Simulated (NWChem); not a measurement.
Molecule: ZrH4O; SMILES [OH][ZrH3]

```xyz
6

Zr     0.0009     0.3177     0.0000
O      0.0007    -1.5622    -0.0007
H      0.0069    -2.5202    -0.0013
H     -1.1469     0.8688     1.3550
H      1.7489     0.8660     0.3172
H     -0.5970     0.8692    -1.6720
```
Atoms are numbered in this order, from 1.

Computed with NWChem. Structure relaxed at the PBE0/def2-SVP level. def2 effective core potentials on Zr; no spin-orbit coupling. Level: PBE0/def2-SVPD; rows give the wavelength of the field.

Q: Among these, which field gives the highest value of “isotropic polarisability (bohr³)”?
A. 589 nm
B. 1065 nm
C. static

A: A, 589 nm. Values: static 54.7; 1065 nm 55.6; 589 nm 57.9
